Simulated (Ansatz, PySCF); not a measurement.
Species: C3H6O (charge 0, singlet). SMILES: C=CCO
Geometry: optimised at B3LYP-D3(BJ)/def2-TZVP (Ansatz, a quantum-chemistry and plane-wave program).

Harmonic wavenumbers (cm⁻¹) at B3LYP/6-31G* (Ansatz, at its own minimum) and at B3LYP-D3(BJ)/def2-TZVP (PySCF, at the structure above). 6-31G* holds six Cartesian d functions. Modes are numbered in rising order, 24 in all, and paired by that order; shown are modes over 250 cm⁻¹ that lie over 6 % from every other mode at both levels, one of each degenerate set, at most eight drawn at random. The second level is harmonic too, so this factor is not the one that brings values to measured fundamentals.

```csv
mode,B3LYP/6-31G* (x),B3LYP-D3(BJ)/def2-TZVP (y)
4,453,449
11,1157,1150
12,1237,1227
18,1729,1706
24,3734,3789
```

Question: Fit one scale factor, y = λ·x, by least squares, and use it for mode 5, which lies at 665 cm⁻¹ at B3LYP/6-31G*.

Answer: λ = Σxy/Σx² = 20149546/20006224 = 1.0072; the rows scatter about it by 23 cm⁻¹ (root mean square). Prediction for mode 5: 670 cm⁻¹. The wavenumber at B3LYP-D3(BJ)/def2-TZVP is 670 cm⁻¹, so the fit misses by +0 cm⁻¹, against -5 cm⁻¹ without it. The fit is meant for this molecule alone.
